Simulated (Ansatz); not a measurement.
CHClF4OSn (`[F][SnH]([Cl])[O]C(F)(F)F`). The species carries charge 0 and has multiplicity 1. Sn takes the def2 core potential. Geometry: relaxed with PBE0-D4/def2-TZVP. It is one conformer, not always the lowest.

```xyz
9

F     1.204    1.779    1.346
Sn    0.802    1.191   -0.410
Cl   -1.133    2.226   -1.034
O     0.498   -0.749   -0.255
C    -0.577   -1.303    0.293
F    -1.530   -1.550   -0.613
F    -1.132   -0.513    1.234
F    -0.261   -2.458    0.869
H     2.129    1.376   -1.428
```

(1) What is the dipole moment at PBE/def2-TZVPP? (An estimate is asked.)

(2) And with r2SCAN, B3LYP, ωB97M-V? (An estimate is asked.)

(3) Give the Mulliken charges with PBE, r2SCAN, B3LYP in def2-TZVPP. (Estimate.)

## Answers

(1) Computed: 3.38 D, with components (1.96, 1.42, -2.36) D in this frame, pointing from negative to positive charge.

(2) Computed: r2SCAN 3.50 D, B3LYP 3.58 D, ωB97M-V 3.60 D.

(3) Ansatz gave: 
| atom | PBE | r2SCAN | B3LYP |
| --- | --- | --- | --- |
| F1 | -0.40 | -0.44 | -0.45 |
| Sn2 | 1.14 | 1.23 | 1.25 |
| Cl3 | -0.28 | -0.31 | -0.30 |
| O4 | -0.41 | -0.49 | -0.48 |
| C5 | 0.44 | 0.59 | 0.59 |
| F6 | -0.14 | -0.18 | -0.18 |
| F7 | -0.15 | -0.19 | -0.19 |
| F8 | -0.12 | -0.17 | -0.17 |
| H9 | -0.06 | -0.05 | -0.06 |

B3LYP here is the variant with VWN-RPA as its local correlation; programs differ in this.
